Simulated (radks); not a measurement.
Computed order of ionisation of manganese. At each step one electron was removed from each of the four highest sub-shells of the ion before, moves of one valence electron (up to charge 6) and the configuration listed by NIST were tried, and the lowest configuration was kept. Calculated with a radial shooting solver on a logarithmic mesh with Libxc functionals: scalar-relativistic Kohn-Sham, PBEsol, spin-polarised, spherical densities, finite nucleus; Fermi nuclear charge, rms radius of each element as measured or else 0.836 A^(1/3) + 0.57 fm. Open shells are filled with parallel spins first.

species,lowest configuration found,NIST configuration,margin to the next tried (eV),IE (eV),NIST IE (eV),kind
Mn,[Ar] 3d5 4s2,same,1.304,7.186,7.434,exp.
Mn+,[Ar] 3d5 4s1,same,1.808,16.255,15.640,exp.
Mn2+,[Ar] 3d5,same,7.601,34.114,33.67,exp.
Mn3+,[Ar] 3d4,same,14.176,52.333,51.2,semi-emp.
Mn4+,[Ar] 3d3,same,21.790,72.804,72.4,semi-emp.
Mn5+,[Ar] 3d2,same,30.263,95.232,95.60,exp.
Mn6+,[Ar] 3d1,same,39.468,119.40,119.20,exp.
Mn7+,[Ar],same,49.057,195.68,195.5,semi-emp.
Mn8+,[Ne] 3s2 3p5,same,32.911,221.82,221.9,semi-emp.
Mn9+,[Ne] 3s2 3p4,same,33.034,248.17,248.6,semi-emp.
Mn10+,[Ne] 3s2 3p3,same,33.061,284.17,286.1,semi-emp.
Mn11+,[Ne] 3s2 3p2,same,22.726,313.21,314,semi-emp.
Mn12+,[Ne] 3s2 3p1,same,24.947,342.30,344,semi-emp.
Mn13+,[Ne] 3s2,same,27.934,403.06,403.0,semi-emp.

Reference values: NIST Atomic Spectra Database (exp. = measured, semi-emp. = semi-empirical, theory = theoretical value adopted there). Open shells are spherical and high-spin; term and fine-structure splittings are not resolved.
